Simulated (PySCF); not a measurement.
# Energy of Re (rhenium, neutral) between two integer charges

The 6s beta orbital of [Xe] 4f14 5d5 6s2 is emptied in steps (occupation f), with all orbitals relaxed, ending at [Xe] 4f14 5d5 6s1. Calculation: PySCF 2.14, in def2-TZVP with the def2 core potential (60 electrons); scalar relativity through the core potential. The exact energy is a straight line in f; departures are measured from the line between the end points of the same method.

| f | BHandHLYP (eV) |
| --- | --- |
| 1 | 0.000 |
| 0.9 | -0.140 |
| 0.7 | -0.330 |
| 0.5 | -0.398 |
| 0.3 | -0.340 |
| 0.1 | -0.147 |
| 0 | 0.000 |

```csv
method,E(f=0) − E(f=1) (eV),−ε at f=1 (eV),−ε at f=0.5 (eV)
BHandHLYP,7.605,6.064,7.575
```

Orbital energy along the path (eV):

| f | BHandHLYP |
| --- | --- |
| 1 | -6.064 |
| 0.9 | -6.356 |
| 0.7 | -6.954 |
| 0.5 | -7.575 |
| 0.3 | -8.227 |
| 0.1 | -8.914 |
| 0 | -9.201 |

Reference removal energy between the ground levels: 7.834 eV (measured; NIST Atomic Spectra Database, ionization energies).
